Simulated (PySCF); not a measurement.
Isomers of C4H10OSi. Method used: PySCF, TDDFT B3LYP/def2-SVPD, vertical, gas phase, core orbitals frozen in the response. Geometries: GFN2-xTB; one conformer of each isolated species. Triplets are in the Tamm–Dancoff approximation. 'Strongest' means the level of largest summed f among the lowest 8 singlets; it needn't be the same kind of state in each.

Question: Rank by computed lowest singlet excitation energy, highest first.
A. `C=CO[SiH](C)C`
B. `[SiH3]OCC1CC1`
C. `O[SiH]1CCCC1`
D. `C=CCCO[SiH3]`

Answer: B (6.71 eV), D (6.55 eV), C (6.41 eV), A (6.15 eV).

| SMILES | S1 (eV) | HOMO (eV) | f (strongest) | T1 (eV) | α (au) | strongest (eV) | S1 mainly |
| --- | --- | --- | --- | --- | --- | --- | --- |
| [SiH3]OCC1CC1 | 6.71 | -7.75 | 0.04 | 6.46 | 77.0 | 7.48 | H→L (92%) |
| C=CCCO[SiH3] | 6.55 | -7.24 | 0.13 | 4.56 | 80.6 | 7.32 | H→L (76%) |
| O[SiH]1CCCC1 | 6.41 | -7.41 | 0.04 | 6.26 | 74.0 | 7.77 | H→L (97%) |
| C=CO[SiH](C)C | 6.15 | -6.56 | 0.36 | 4.33 | 81.1 | 6.78 | H→L+1 (47%) |

H and L stand for HOMO and LUMO.

Mean S1 by what the SMILES shows (count): single bonds only 6.56 eV (2); a double or triple bond but no aromatic ring 6.35 eV (2).

- `[SiH3]OCC1CC1`: Löwdin shares by element: HOMO oxygen 37%, carbon 21% or more, silicon 8% (atoms not listed hold the other 34%); LUMO silicon 38%, hydrogen 32% or more (atoms not listed hold the other 29%).
- `C=CCCO[SiH3]`: Löwdin shares by element: HOMO carbon 83% (atoms not listed hold the other 17%); LUMO carbon 33% or more, silicon 23% (atoms not listed hold the other 44%).
- `O[SiH]1CCCC1`: Löwdin shares by element: HOMO carbon 43% or more, silicon 17%, oxygen 17% (atoms not listed hold the other 23%); LUMO oxygen 28%, silicon 21%, hydrogen 19% or more, carbon 5% or more (atoms not listed hold the other 27%).
- `C=CO[SiH](C)C`: Löwdin shares by element: HOMO carbon 61% or more, oxygen 23% (atoms not listed hold the other 16%); LUMO carbon 61% or more, oxygen 9%, hydrogen 7% or more (atoms not listed hold the other 23%).
